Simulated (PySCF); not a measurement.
# Successive ionisation energies of barium

Calculated with PySCF 2.14, two-component X2C-1e (Gaussian nucleus, no Breit or QED terms), each ion in its own even-tempered basis; GMP2 freezes the deep shells of the larger ions and drops the highest virtual spinors; eV.

| ion | configuration | GHF (screened spin-orbit) | GMP2 (screened spin-orbit) | NIST | kind |
| --- | --- | --- | --- | --- | --- |
| Ba¹⁸⁺ | [Kr] 4d2 | 487.97 | 488.34 | 488 ± 3 | theoretical |
| Ba¹⁹⁺ | [Kr] 4d1 | 519.76 | 520.20 | 520 ± 4 | theoretical |
| Ba²⁰⁺ | [Kr] | 644.21 | 645.40 | 646 ± 4 | theoretical |
| Ba²¹⁺ | [Ar] 3d10 4s2 4p5 | 677.60 | 678.87 | 679 ± 4 | theoretical |
| Ba²²⁺ | [Ar] 3d10 4s2 4p4 | 714.83 | 715.66 | 717 ± 4 | theoretical |
| Ba²³⁺ | [Ar] 3d10 4s2 4p3 | 750.11 | 750.90 | 752 ± 4 | theoretical |
| Ba²⁴⁺ | [Ar] 3d10 4s2 4p2 | 804.94 | 806.58 | 809 ± 4 | theoretical |
| Ba²⁵⁺ | [Ar] 3d10 4s2 4p1 | 843.99 | 844.75 | 846 ± 4 | theoretical |
| Ba²⁶⁺ | [Ar] 3d10 4s2 | 928.86 | 931.38 | 935 ± 4 | theoretical |
| Ba²⁷⁺ | [Ar] 3d10 4s1 | 968.23 | 969.38 | 976.62 ± 0.11 | semi-empirical |
| Ba²⁸⁺ | [Ar] 3d10 | 1695.8 | 1697.1 | 1695 ± 4 | theoretical |
| Ba²⁹⁺ | [Ar] 3d9 | 1776.9 | 1778.3 | 1776 ± 4 | theoretical |

(1) Where is the largest relative jump?

Results:

(1) From Ba²⁷⁺ to Ba²⁸⁺: 969.38 to 1697.1 eV, where the electron removed from [Ar] 3d10 comes from a deeper shell or subshell.
